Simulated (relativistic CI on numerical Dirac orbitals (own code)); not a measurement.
# Calculated levels, Mo³⁸⁺

These numbers are calculated, not measured: Dirac-Coulomb-Breit CI, orbitals from a KLI potential per configuration, model QED, unscaled Slater integrals (own radial code, finite nucleus).

Configurations in the expansion (outside the closed core 1s2): 2s2, 2s 2p, 2p2, 2p 3s, 2p 3p, 2s 3s, 2s 3p, 2s 3d, 2s 4s, 2s 4p, 2s 4d, 2s 4f, 3s2, 3s 3p, 3p2. Levels of other configurations are missing.

| No. | Configuration | Term | J | E (eV) | % | Next component (%) | jj configuration (%) |
| --- | --- | --- | --- | --- | --- | --- | --- |
| 1 | 2s2 | 1S | 0 | 0.00 | 97 | 2 2p2 1S | closed (97) |
| 2 | 2s 2p | 3P° | 0 | 75.38 | 100 |  | 2s 2p1/2 (100) |
| 3 | 2s 2p | 3P° | 1 | 90.35 | 84 | 16 1P° | 2s 2p1/2 (96) |
| 4 | 2s 2p | 3P° | 2 | 198.07 | 100 |  | 2s 2p3/2 (100) |
| 5 | 2p2 | 3P | 0 | 217.51 | 77 | 22 1S | 2p1/2^2 (97) |
| 6 | 2s 2p | 1P° | 1 | 250.00 | 84 | 16 3P° | 2s 2p3/2 (96) |
| 7 | 2p2 | 3P | 1 | 320.21 | 100 |  | 2p1/2 2p3/2 (100) |
| 8 | 2p2 | 1D | 2 | 332.72 | 58 | 42 3P | 2p1/2 2p3/2 (99) |
| 9 | 2p2 | 3P | 2 | 450.72 | 58 | 42 1D | 2p3/2^2 (99) |
| 10 | 2p2 | 1S | 0 | 490.32 | 76 | 23 3P | 2p3/2^2 (98) |
| 11 | 2s 3s | 3S | 1 | 3128.42 | 99 | 1 2p 3p 3S | 2s 3s (99) |
| 12 | 2s 3s | 1S | 0 | 3143.91 | 98 | 2 2p 3p 1S | 2s 3s (98) |
| 13 | 2s 3p | 3P° | 0 | 3165.71 | 100 |  | 2s 3p1/2 (100) |
| 14 | 2s 3p | 3P° | 1 | 3166.39 | 68 | 31 1P° | 2s 3p1/2 (99) |
| 15 | 2s 3p | 1P° | 1 | 3199.00 | 54 | 29 3P° | 2s 3p3/2 (83) |
| 16 | 2s 3p | 3P° | 2 | 3201.65 | 100 |  | 2s 3p3/2 (100) |
| 17 | 2s 3d | 3D | 1 | 3218.33 | 94 | 5 2p 3p 3D | 2s 3d3/2 (94) |
| 18 | 2s 3d | 3D | 2 | 3222.16 | 92 | 7 1D | 2s 3d3/2 (84) |
| 19 | 2p 3s | 3P° | 0 | 3224.65 | 100 |  | 2p1/2 3s (100) |
| 20 | 2s 3d | 3D | 3 | 3230.44 | 100 |  | 2s 3d5/2 (100) |
| 21 | 2p 3s | 3P° | 1 | 3231.99 | 62 | 22 1P° | 2p1/2 3s (83) |
| 22 | 2s 3d | 1D | 2 | 3241.87 | 91 | 7 3D | 2s 3d5/2 (82) |
| 23 | 2p 3p | 3D | 1 | 3249.61 | 68 | 23 1P | 2p1/2 3p1/2 (94) |
| 24 | 2p 3p | 3P | 0 | 3271.54 | 73 | 26 1S | 2p1/2 3p1/2 (98) |
| 25 | 2p 3p | 3P | 1 | 3293.07 | 44 | 31 3S | 2p1/2 3p3/2 (99) |
| 26 | 2p 3p | 3D | 2 | 3294.31 | 60 | 24 1D | 2p1/2 3p3/2 (97) |
| 27 | 2p 3s | 3P° | 2 | 3349.76 | 100 |  | 2p3/2 3s (100) |
| 28 | 2p 3s | 1P° | 1 | 3356.56 | 69 | 30 3P° | 2p3/2 3s (99) |
| 29 | 2p 3p | 3P | 1 | 3382.54 | 56 | 19 3S | 2p3/2 3p1/2 (98) |
| 30 | 2p 3p | 3D | 2 | 3384.91 | 39 | 33 1D | 2p3/2 3p1/2 (98) |
| 31 | 2p 3p | 3D | 3 | 3410.24 | 100 |  | 2p3/2 3p3/2 (100) |
| 32 | 2p 3p | 1P | 1 | 3410.92 | 48 | 46 3S | 2p3/2 3p3/2 (99) |
| 33 | 2p 3p | 3P | 2 | 3426.89 | 58 | 41 1D | 2p3/2 3p3/2 (99) |
| 34 | 2p 3p | 1S | 0 | 3442.30 | 73 | 26 3P | 2p3/2 3p3/2 (99) |
| 35 | 2s 4s | 3S | 1 | 4205.55 | 100 |  | 2s 4s (100) |
| 36 | 2s 4s | 1S | 0 | 4211.32 | 100 |  | 2s 4s (100) |
| 37 | 2s 4p | 3P° | 0 | 4219.83 | 100 |  | 2s 4p1/2 (100) |
| 38 | 2s 4p | 3P° | 1 | 4220.36 | 72 | 28 1P° | 2s 4p1/2 (100) |
| 39 | 2s 4p | 3P° | 2 | 4234.81 | 100 |  | 2s 4p3/2 (100) |
| 40 | 2s 4p | 1P° | 1 | 4236.24 | 72 | 28 3P° | 2s 4p3/2 (100) |
| 41 | 2s 4d | 3D | 1 | 4242.48 | 100 |  | 2s 4d3/2 (100) |
| 42 | 2s 4d | 3D | 2 | 4243.41 | 89 | 11 1D | 2s 4d3/2 (89) |
| 43 | 2s 4d | 3D | 3 | 4246.94 | 100 |  | 2s 4d5/2 (100) |
| 44 | 2s 4d | 1D | 2 | 4250.65 | 89 | 11 3D | 2s 4d5/2 (89) |
| 45 | 2s 4f | 3F° | 2 | 4251.83 | 100 |  | 2s 4f5/2 (100) |
| 46 | 2s 4f | 3F° | 3 | 4252.03 | 74 | 26 1F° | 2s 4f5/2 (97) |
| 47 | 2s 4f | 3F° | 4 | 4253.93 | 100 |  | 2s 4f7/2 (100) |
| 48 | 2s 4f | 1F° | 3 | 4254.66 | 74 | 26 3F° | 2s 4f7/2 (97) |

Energies count from the lowest computed level; ° marks odd parity. Filled j subshells are mostly left out of the jj labels.

The mean weight of the leading LS term, summed over parents, in these 48 levels is 82 %, and that of the leading jj configuration (from the same eigenvectors) 97 %, so jj coupling describes them better and the LS labels are nominal.

At this charge energies of transitions that change n are usually good to better than 1 %, and those within a shell (Δn = 0) to a few per cent.

LS names give the leading component of a level, which can be under half, so a name can repeat, a term be missing and a line seem to break the LS rules.
